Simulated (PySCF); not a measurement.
PySCF 2.14 output of a UHF calculation on a single atom or ion in def2-TZVPPD (6s5p4d1f, 48 functions), with the non-relativistic Hamiltonian (point nucleus):

```
SCF conv_tol = 1e-09
number electrons alpha = 8  beta = 6
cycle= 1 E= -288.850134436092  delta_E= -0.00348  |g|= 0.0213  |ddm|= 0.0515
cycle= 2 E= -288.850765091597  delta_E= -0.000631  |g|= 0.00945  |ddm|= 0.0218
cycle= 3 E= -288.850920938018  delta_E= -0.000156  |g|= 0.000598  |ddm|= 0.0175
cycle= 4 E= -288.850921534029  delta_E= -5.96e-07  |g|= 0.000134  |ddm|= 0.00177
cycle= 5 E= -288.85092156978  delta_E= -3.58e-08  |g|= 4.57e-05  |ddm|= 0.000534
cycle= 6 E= -288.850921574302  delta_E= -4.52e-09  |g|= 9.94e-06  |ddm|= 0.000231
cycle= 7 E= -288.850921574497  delta_E= -1.95e-10  |g|= 8.77e-07  |ddm|= 5.58e-05
converged SCF energy = -288.850921574497  <S^2> = 2.0155412  2S+1 = 3.010343
```

The run itself started from symmetry-adapted Hartree-Fock orbitals and held the occupation by maximum overlap, so the iterations belong to that start.

**Question.** Which element, charge and spin multiplicity is this?

**Answer.** Si (silicon, neutral), multiplicity 3; the state was [Ne] 3s2 3p2, high-spin 3P determinant.
